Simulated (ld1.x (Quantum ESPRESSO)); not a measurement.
**u(r) = r·R(r): atom against pseudo-atom (F)**

Columns: radius, all-electron u(r) and pseudo u(r) of the 2p shell (level -11.33 eV) of fluorine in the configuration [He] 2s1.5 2p5.5; PBE, scalar-relativistic, ultrasoft scheme, ld1.x (Quantum ESPRESSO) 7.5.

```
r (bohr)  all-electron  pseudo
   0.045        0.0355  0.0116
   0.090        0.1172  0.0458
   0.135        0.2194  0.1004
   0.180        0.3270  0.1721
   0.225        0.4309  0.2568
   0.270        0.5264  0.3497
   0.315        0.6109  0.4456
   0.360        0.6837  0.5398
   0.405        0.7449  0.6278
   0.450        0.7948  0.7062
   0.495        0.8343  0.7723
   0.540        0.8641  0.8249
   0.585        0.8852  0.8635
   0.630        0.8987  0.8890
   0.675        0.9055  0.9028
   0.720        0.9066  0.9071
   0.765        0.9030  0.9041
   0.810        0.8953  0.8960
   0.855        0.8842  0.8844
   0.900        0.8704  0.8704
   0.945        0.8545  0.8545
   0.990        0.8367  0.8367
   1.035        0.8176  0.8176
   1.080        0.7975  0.7975
   1.125        0.7766  0.7766
   1.170        0.7552  0.7552
```

**Question.** How many radial nodes do the two functions have?

**Answer.** The all-electron 2p function has n − l − 1 = 0; the pseudo-wave has 0.

**Question.** At about which radius was the pseudo-wave matched?

**Answer.** 0.90 bohr, where the columns begin to agree (steps of 0.04 bohr).

**Question.** Is the pseudo-wave norm-conserving?

**Answer.** No, it belongs to an ultrasoft set: the norm inside the radius is not constrained, and the difference is carried by the augmentation charge.
